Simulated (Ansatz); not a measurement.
Species: SiI2, net charge 1, doublet state. SMILES of the parent species: I[Si]I

Atoms: Si1, I2, I3. Bonds: Si1-I2, Si1-I3.

Bond lengths (Å) and angles (degrees) optimised at HF/STO-3G with Ansatz (a quantum-chemistry and plane-wave program); B3LYP/LANL2DZ with Ansatz; B3LYP/6-31G* with LANL2DZ past Ar with Ansatz, each started from the B3LYP-D3(BJ)/def2-TZVP structure (Ansatz) of the last column. A row stands for all coordinates that are equal there. 6-31G* holds six Cartesian d functions. No wavenumbers were computed at HF/STO-3G, B3LYP/LANL2DZ, so these may be saddle points.

| coordinate | HF/STO-3G | B3LYP/LANL2DZ | B3LYP/6-31G* with LANL2DZ past Ar | B3LYP-D3(BJ)/def2-TZVP |
|---|---|---|---|---|
| Si1-I2 | 2.390 | 2.482 | 2.404 | 2.374 |
| I2-Si1-I3 | 121.2 | 124.2 | 124.1 | 123.4 |

Mean signed difference of all 2 bond lengths from B3LYP-D3(BJ)/def2-TZVP: HF/STO-3G 0.016 Å, B3LYP/LANL2DZ 0.108 Å, B3LYP/6-31G* with LANL2DZ past Ar 0.030 Å.
